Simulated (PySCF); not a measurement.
CH5Ge, SMILES [CH2][GeH3], multiplicity 2. The structure is a stationary point at PBE0-D3(BJ)/def2-TZVP. The isomer is the one that the SMILES or the coordinates give; other isomers of the formula were not compared.

Computed equilibrium geometry at PBE0-D3(BJ)/def2-TZVP (PySCF confirms it by a frequency run) as Cartesian coordinates in Å:
```xyz
7

C      1.5643    -0.1645     0.0090
Ge    -0.3446     0.0368    -0.0033
H      2.2311     0.6791     0.1452
H      2.0391    -1.1344    -0.0880
H     -0.9453    -0.3524     1.3630
H     -0.7156     1.4984    -0.2998
H     -0.9680    -0.8799    -1.0704
```
Charge 0, spin multiplicity 2.
